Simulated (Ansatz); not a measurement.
Geometry optimisation, RKS B3LYP/def2-SVP in Ansatz 0.2.0.

input.yaml

```yaml
crystal:
  periodic: [false, false, false]
  atoms:
    - { symbol: W, position_ang: [0.0, 0.0, 0.0] }
    - { symbol: F, position_ang: [0.0, 0.0, 1.85] }
    - { symbol: F, position_ang: [1.85, 0.0, 0.0] }
    - { symbol: O, position_ang: [0.0, 1.94, 0.0] }
    - { symbol: H, position_ang: [-0.6343, 2.2771, -0.71] }
    - { symbol: H, position_ang: [-1.72, 0.0, 0.0] }
    - { symbol: H, position_ang: [0.0, -1.72, 0.0] }
    - { symbol: H, position_ang: [0.0, 0.0, -1.72] }
basis:
  gaussian: { orbitals: def2-SVP }
hamiltonian:
  xc: b3lyp
relax:
  f_tol: 0.02
  max_steps: 40
```

Command:

```bash
$ ansatz run input.yaml --threads 1 --pin off --max-ram 2048MiB --backend cpu --events-out ev --progress --plain --runs-dir out
```

Q: Where does it end, and by what steps?

A: It converged. After 8 steps the energy has fallen by 2.898 eV; W1 moved furthest, 0.44 Å.

```tsv
step	energy less start (eV)	largest force component (eV/Å)	accepted
0	0.0000	2.945	yes
1	-1.3894	2.090	yes
2	-2.2261	1.849	yes
3	-2.7262	2.204	yes
4	-2.8610	0.684	yes
5	-2.8947	0.187	yes
6	-2.8974	0.082	yes
7	-2.8976	0.055	yes
8	-2.8977	0.004	yes
```

```xyz
8
Properties=species:S:1:pos:R:3
W 0.273 0.226 0.267
F -0.262 -0.261 2.010
F 2.016 -0.283 -0.248
O -0.169 1.990 -0.196
H -0.802 2.343 -0.838
H -1.342 -0.078 -0.097
H -0.136 -1.352 -0.131
H -0.082 -0.089 -1.348
```

Whether the end is a true minimum wasn't checked by a vibrational analysis.

Time of the run: 38 s on 1 thread of AMD EPYC 7R43 64-Core Processor (Zen 3), with other jobs on the host, peak memory 0.21 GiB.
